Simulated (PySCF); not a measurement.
**Dipole response of C²⁺ (carbon, charge +2)**

[He] 2s2, closed-shell 1S. Calculation: PySCF 2.14, in aug-cc-pCVTZ-DK with one added diffuse shell each of s, p, d, f type (8s7p5d3f, 75 functions); the spin-free X2C one-electron Hamiltonian (Gaussian nucleus). Coupled (time-dependent) response in atomic units; α is the mean over directions.

| method | mean α (bohr³) | C₆ (like pair) | S(−4) |
| --- | --- | --- | --- |
| UHF | 4.487 | 7.064 | 22.93 |
| PBE | 4.208 | 6.472 | 19.93 |
| PBE0 | 4.264 | 6.591 | 20.49 |
| BLYP | 4.261 | 6.539 | 20.85 |

S(−4) is the Cauchy moment in α(ω) = α(0) + S(−4) ω² + …

α(iu) at UHF:

| u (hartree) | α(iu) (bohr³) |
| --- | --- |
| 0 | 4.487 |
| 0.0500 | 4.431 |
| 0.100 | 4.270 |
| 0.200 | 3.734 |
| 0.300 | 3.102 |
| 0.500 | 2.053 |
| 0.750 | 1.286 |
| 1.00 | 0.8760 |
| 1.50 | 0.4885 |
| 2.00 | 0.3162 |
| 3.00 | 0.1669 |
| 5.00 | 0.07235 |

A single London oscillator, α(iu) = α/(1 + u²/ω²), gives C₆ = (3/4) ω α². Matching the computed C₆ needs ω = 4 × 7.064 / (3 × 4.487²) = 0.468 hartree.

For an ion, C₆ is the dispersion term alone; charge-induced terms of lower order in 1/R come first.
